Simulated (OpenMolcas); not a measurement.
An atom or ion with 4 electrons was computed by MS-RASPT2, IPEA 0.25 Eh, imaginary shift 0.1 Eh with spin-orbit coupling (OpenMolcas, ANO-RCC-VQZP, DKH2). The lowest levels that the run gave, each within 12 % of the measured value where one is at hand:

```csv
J,Parity,E (cm⁻¹),g
0,even,0.0,
0,odd,37255,
1,odd,37263,1.501
2,odd,37278,1.501
1,odd,73858,1.000
0,even,99132,
1,even,99139,1.501
2,even,99154,1.501
2,even,102767,1.000
0,even,129970,
```

Task: Which ion is it, and what are the configurations and terms?

Result: B II (Z = 5, charge +1; active space 2 electrons in 9 orbitals (RAS2 2s 2p; RAS3 3d, at most 2 electrons)). J, parity and g give the terms where levels are pure, and mixed ones are named by the computed weights; the size of the splittings, set against known spectra of the 4-electron sequence, gives the charge. In order, with the measured energies in cm⁻¹ (NIST Handbook of Basic Atomic Spectroscopic Data): 2s² ¹S₀, 2s 2p ³P°₀ (37336), 2s 2p ³P°₁ (37342), 2s 2p ³P°₂ (37358), 2s 2p ¹P°₁ (73397), 2p² ³P₀ (98911), 2p² ³P₁ (98920), 2p² ³P₂ (98933), 2p² ¹D₂ (102363), 2p² ¹S₀ (127661).

Active for correlation alone: 3d; no level in the range computed is led by a configuration that fills it, so any true level of that kind is missing. Measured partners are found by configuration, term and J. A level has none where our copy of the source lacks it or the pairing is in doubt (some pairs that miss far off the trend of their configuration count as doubtful), and it then counts in no deviation. Only configurations of the active space appear.

° marks odd parity.
